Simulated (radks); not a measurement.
Task: The table gives one normalised radial function P(r) = r R(r) (large component) of Hf+ in [Xe] 4f14 5d1 6s2 (r in bohr). All-electron calculation, Dirac Kohn-Sham, PBE, spin-unpolarised, spherical densities, point nucleus; open shells are shared between the two j in proportion to 2j + 1; speed of light set to 205.554 atomic units (1.5 times the physical value, a model run). Program: a radial shooting solver on a logarithmic mesh with Libxc functionals.

| r | P |
|---|---|
| 0.002078 | 0.0000 |
| 0.002419 | 0.0000 |
| 0.002839 | 0.0000 |
| 0.003332 | 0.0000 |
| 0.003879 | 0.0000 |
| 0.004552 | 0.0000 |
| 0.005299 | 0.0000 |
| 0.006218 | 0.0000 |
| 0.007239 | 0.0000 |
| 0.008495 | 0.0000 |
| 0.00989 | 0.0001 |
| 0.01161 | 0.0001 |
| 0.01362 | 0.0002 |
| 0.01586 | 0.0003 |
| 0.01861 | 0.0006 |
| 0.02166 | 0.0011 |
| 0.02542 | 0.0019 |
| 0.02959 | 0.0033 |
| 0.03473 | 0.0057 |
| 0.04043 | 0.0095 |
| 0.04744 | 0.0161 |
| 0.05567 | 0.0269 |
| 0.06481 | 0.0429 |
| 0.07606 | 0.0686 |
| 0.08854 | 0.1049 |
| 0.1039 | 0.1598 |
| 0.121 | 0.2319 |
| 0.142 | 0.3323 |
| 0.1653 | 0.4523 |
| 0.1939 | 0.6020 |
| 0.2276 | 0.7674 |
| 0.2649 | 0.9259 |
| 0.3109 | 1.0756 |
| 0.3619 | 1.1827 |
| 0.4247 | 1.2405 |
| 0.4945 | 1.2348 |
| 0.5803 | 1.1675 |
| 0.6755 | 1.0566 |
| 0.7927 | 0.9075 |
| 0.9303 | 0.7440 |
| 1.083 | 0.5899 |
| 1.271 | 0.4403 |
| 1.48 | 0.3174 |
| 1.736 | 0.2124 |
| 2.021 | 0.1367 |
| 2.372 | 0.0803 |
| 2.761 | 0.0451 |
| 3.24 | 0.0225 |
| 3.803 | 0.0100 |
| 4.427 | 0.0041 |
| 5.195 | 0.0014 |
| 6.048 | 0.0004 |
| 7.097 | 0.0001 |
| 8.262 | 0.0000 |
| 9.696 | 0.0000 |
| 11.29 | 0.0000 |
| 13.25 | 0.0000 |

Which n and l does it have? It may be an empty orbital.

Result: n = 4, l = 3: the number of nodes gives n - l - 1 = 0, the rise at small r points to l (this Dirac orbital starts as r^gamma with gamma = sqrt((l + 1)^2 - (Z/c)^2) = 3.98; the j = 7/2 orbital of l + 1 starts with the same power, but with a smaller coefficient, and then steepens), and the extent must fit the shell. The curve is that of 4f7/2; the two j differ most near the nucleus, where j = l - 1/2 has the larger amplitude, and in heavy atoms j = l - 1/2 is also the more compact. 4f7/2: eigenvalue -29.719 eV, 0 radial nodes, <r> = 0.663 bohr, 90 % of the charge inside 1.12 bohr.
